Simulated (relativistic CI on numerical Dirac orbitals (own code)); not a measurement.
Co4+ in a cubic cluster: 3s photoemission with charge transfer

Computed with a charge-transfer multiplet model of a cubic metal-ligand cluster with up to 2 ligand holes, Slater and spin-orbit integrals from Dirac-Coulomb-Breit ions, Slater integrals scaled by 0.7. The parameters are those of a tetrahedral site (10Dq negative, t2 hopping the larger). The ground state mixes d5 with configurations of k ligand holes L, whose averages lie at kΔ + k(k − 1)U_dd/2; a core hole lowers each added d electron by U_cd. 20 K, Lorentzian 1.4 eV and Gaussian 0.8 eV FWHM.

Atomic integrals in eV (Slater integrals scaled, ζ unscaled), ground: F2dd 9.508, F4dd 5.971, zeta_d 0.080; with the core hole: F2dd 10.152, F4dd 6.404, zeta_d 0.090, G2cd 9.806.

Cluster parameters (eV): Δ = -0.6, U_cd = 9.3, 10Dq = -0.15, 10Dq(ligand) = 0, V(eg) = 1.18, V(t2g) = -2, final-state hopping factor = 0.9.

```
         Case   n_d    d5   d6L  d7L2     S
U_dd = 5.3 eV  5.61  0.47  0.46  0.07  2.50
U_dd = 7.4 eV  5.56  0.49  0.46  0.05  2.50
U_dd = 8.1 eV  5.55  0.50  0.45  0.05  2.50
```

Weights, n_d and S are thermal averages at 20 K. Binding energies count from the first peak over 30 % of the highest in each spectrum, which can be another peak from case to case. The parameters are a model scan and need not match a compound or its usual spin state. Peaks in eV (height, largest 100):
- U_dd = 5.3 eV: 0.0 (100), 5.1 (14), 8.5 (78), 13.9 (23), 17.2 (40), 25.2 (20)
- U_dd = 7.4 eV: 0.0 (100), 9.0 (66), 13.1 (21), 17.1 (29), 24.2 (19)
- U_dd = 8.1 eV: 0.0 (100), 9.1 (65), 12.8 (20), 17.2 (26), 23.9 (19)

For the case U_dd = 7.4 eV, Δ = -0.6 eV is smaller than U_dd = 7.4 eV, the charge-transfer side of the Zaanen-Sawatzky-Allen scheme (negative Δ: between configuration averages a ligand hole costs less than the nominal valence; multiplet and field energies can change this for the lowest states). With the core hole the average of the configuration with one ligand hole lies at Δ − U_cd = -9.9 eV before mixing: it lies below the unscreened one, so the lowest final states are mostly screened and the unscreened weight appears at higher binding energy as a satellite.

With at most 2 ligand holes the space is cut while the next configuration still counts, so covalency is underestimated, and a final configuration with one more ligand hole, which can lie low, is missing from the spectra.

Without intra-shell correlation the exchange splitting of the 3s hole comes out too large.
